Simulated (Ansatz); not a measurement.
Input for Ansatz (development build ahead of 0.2.0):

```yaml
crystal:
  periodic: [false, false, false]
  atoms:
    - { symbol: Li, position_ang: [1.10787, 0.0376, -0.03281] }
    - { symbol: Li, position_ang: [-1.10992, 0.03289, -0.0373] }
    - { symbol: F, position_ang: [0.01669, 1.31384, 0.04204] }
    - { symbol: F, position_ang: [0.00388, -1.30516, -0.04823] }
basis:
  gaussian: { orbitals: STO-3G }
hamiltonian:
  xc: hf
correlation:
  method: mp2
  frozen_orbitals: { F: 1, Li: 0 }
```

The input is written out in the form of the current development build from the run's settings.

Output:

- Converged: yes
- Reference energy: -210.92933 hartree
- Correlation energy: -0.08573 hartree
- Total energy: -211.01506 hartree
- Spin squared of the determinant: 0.000
